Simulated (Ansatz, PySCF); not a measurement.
This Ansatz (a program for electronic structure) input computes a CAM-B3LYP/def2-TZVPD energy:

Ansatz 0.2 input:
```yaml
crystal:
  periodic: [false, false, false]
  atoms:
    - {symbol: Si, position_ang: [-0.52968026, 0.27771185, -0.01333584]}
    - {symbol: F, position_ang: [-1.16163375, -0.83904229, -0.95539940]}
    - {symbol: F, position_ang: [-0.85800079, -0.14266202, 1.48649089]}
    - {symbol: Cl, position_ang: [1.50542556, 0.29102194, -0.27018362]}
basis:
  gaussian:
    orbitals: def2-TZVPD
hamiltonian:
  xc: {name: CAM-B3LYP}
magnetization: {spin_polarized: true, initial_magnetization: 1}
output: {forces: true}
```

Q: Write an input for the same energy in PySCF and say what it gives.

A: 
```python
from pyscf import gto, scf, dft

mol = gto.M(
    atom='''
    Si   -0.52968026    0.27771185   -0.01333584
    F    -1.16163375   -0.83904229   -0.95539940
    F    -0.85800079   -0.14266202    1.48649089
    Cl    1.50542556    0.29102194   -0.27018362
    ''',
    basis='def2-tzvpd',
    charge=0,
    spin=1,
    verbose=4,
)

mf = dft.UKS(mol, xc='camb3lyp').density_fit(auxbasis='def2-universal-jkfit')
mf.grids.level = 3
mf.conv_tol = 1e-9
mf.max_cycle = 100
mf.max_memory = 1500
mf.kernel()
if not mf.converged:
    mf = mf.newton()
    mf.kernel(mf.make_rdm1())
for _ in range(2):
    mo, _, stable, _ = mf.stability(return_status=True)
    if stable:
        break
    mf.kernel(mf.make_rdm1(mo, mf.mo_occ))
mf.analyze()
```
It gives -949.60896 Eh, and Ansatz -949.60892 Eh, a difference of 0.04 mEh, from the treatment of integrals and grids.

It need not be the lowest isomer of its formula.
